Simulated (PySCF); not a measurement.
The vertical singlet excitations below were computed for one of the candidates. Method used: TDDFT PBE0/def2-SVPD, vertical, gas phase, core orbitals frozen in the response in PySCF 2.14.0, density-fitted response routines. Geometries: PBE0-D3(BJ)/def2-SVP, one conformer each.

```csv
state,E (eV),λ (nm),f
S1,6.75,183.7,0.0019
S2,6.90,179.7,0.0005
S3,6.98,177.7,0.378
S4,7.56,164.0,0.0002
S5,7.59,163.4,0.0039
S6,7.99,155.1,0.0007
S7,8.07,153.7,0.024
S8,8.07,153.6,0.014
S9,8.12,152.6,0.0065
S10,8.24,150.5,0.011
```

Triplets computed (Tamm–Dancoff): 4.13, 6.14, 6.76, 7.35 eV.

Question: Which structure fits?
A. `CC#[C][AlH][CH3]`
B. `CO[SiH2]P`
C. `[SiH3]C(C)=C`

Answer: C. Its S1, at 6.75 eV, is the highest among the candidates; the nearest of the others has S1 at 6.21 eV. S1 is HOMO-1→LUMO (94%). Löwdin shares by element: HOMO carbon 78%, silicon 6% (atoms not listed hold the other 16%); LUMO carbon 66% or more, silicon 8%, hydrogen 6% or more (atoms not listed hold the other 19%). At the same level the other candidates give, for their lowest levels:
- `CO[SiH2]P`: 6.21 eV (f 0.018); 6.45 eV (f 0.014); 6.67 eV (f 0.014); 7.02 eV (f 0.091); 7.11 eV (f 0.161); T1 5.47 eV; HOMO -7.42, LUMO 0.06 eV
- `CC#[C][AlH][CH3]`: 4.61 eV (f 0.001); 5.32 eV (f 0.069); 5.52 eV (f 0.001); 6.26 eV (f 0.001); 6.44 eV (f 0.015); T1 4.26 eV; HOMO -7.34, LUMO -1.24 eV
